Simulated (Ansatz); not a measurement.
Gas-phase electronic energies from Ansatz, PBE0-D4/def2-TZVP geometries. CCSD(T)/CBS is the MP2 limit (def2-TZVPP, def2-QZVPP) plus CCSD(T) − MP2 in def2-TZVPP, frozen cores. This one scheme is used for every species. DFT in def2-TZVPP. def2 core potentials past Kr. For Sn outer-core shells are correlated without core-valence functions, which leaves a few kJ/mol of doubt a bond. One conformer a species, not always the lowest.

Reaction (ligand exchange at the Sn–O bond): `C[O][Sn]([OH])([F])[F]` + CH₃OH → `C[O][Sn]([F])([F])[O]C` + H₂O

`C[O][Sn]([OH])([F])[F]`:

```xyz
10

C     0.132    1.087   -1.392
O    -0.024   -0.307   -1.168
Sn   -0.271   -0.995    0.606
O     1.087   -0.373    1.829
F    -1.964   -0.528    1.338
F    -0.283   -2.880    0.469
H     0.350    1.214   -2.454
H    -0.783    1.641   -1.158
H     0.962    1.508   -0.815
H     0.793   -0.367    2.745
```

CH₃OH:

Z-matrix (Å, degrees):
```
C
O 1 1.409
H 1 1.097 2 112.4
H 1 1.090 2 107.0 3 -118.5
H 1 1.097 2 112.4 3 123.0
H 2 0.959 1 108.5 3 -61.6
```

`C[O][Sn]([F])([F])[O]C`:

```xyz
13

C    -1.091   -2.308    0.013
O    -1.368   -0.916    0.030
Sn   -0.187    0.322    0.917
F    -1.225    1.847    1.359
F     0.436   -0.486    2.516
O     1.372    0.908   -0.053
C     1.292    1.961   -1.001
H    -0.934   -2.711    1.018
H    -0.217   -2.543   -0.604
H    -1.963   -2.799   -0.423
H     0.844    2.866   -0.579
H     2.315    2.192   -1.305
H     0.725    1.666   -1.890
```

H₂O:

Z-matrix (Å, degrees):
```
O
H 1 0.960
H 1 0.960 2 105.1
```

```json
{"level": "LDA (SPW92)", "ΔE (kJ/mol)": "6.2", "difference from CCSD(T)/CBS": "5.6"}
{"level": "PBE0-D4", "ΔE (kJ/mol)": "5.8", "difference from CCSD(T)/CBS": "5.2"}
{"level": "PBE-QIDH", "ΔE (kJ/mol)": "6.2", "difference from CCSD(T)/CBS": "5.6"}
{"level": "PBE", "ΔE (kJ/mol)": "7.9", "difference from CCSD(T)/CBS": "7.3"}
{"level": "revPBE", "ΔE (kJ/mol)": "8.9", "difference from CCSD(T)/CBS": "8.3"}
{"level": "r2SCAN", "ΔE (kJ/mol)": "6.1", "difference from CCSD(T)/CBS": "5.5"}
{"level": "PBE0", "ΔE (kJ/mol)": "8.7", "difference from CCSD(T)/CBS": "8.1"}
{"level": "BHLYP", "ΔE (kJ/mol)": "9.2", "difference from CCSD(T)/CBS": "8.6"}
{"level": "RPA@PBE/def2-TZVPP", "ΔE (kJ/mol)": "3.0", "difference from CCSD(T)/CBS": "2.4"}
{"level": "CCSD/def2-TZVPP", "ΔE (kJ/mol)": "4.6", "difference from CCSD(T)/CBS": "4.0"}
{"level": "CCSD(T)/CBS", "ΔE (kJ/mol)": "0.6", "difference from CCSD(T)/CBS": "0"}
```

Largest T1 diagnostic among the species: 0.015.

The D4 term adds −4.9 kJ/mol with B3LYP and −2.9 kJ/mol with PBE0; it sums over pairs of atoms, weighted by their polarisabilities, and B3LYP, whose exchange is more repulsive, gets the larger term. In def2-TZVPP, CCSD(T) changes the Hartree–Fock value by −7.4 kJ/mol (the triples alone add −1.4 kJ/mol) and MP2 by −7.9 kJ/mol.

B3LYP here is the variant with VWN-RPA as its local correlation; programs differ in this.
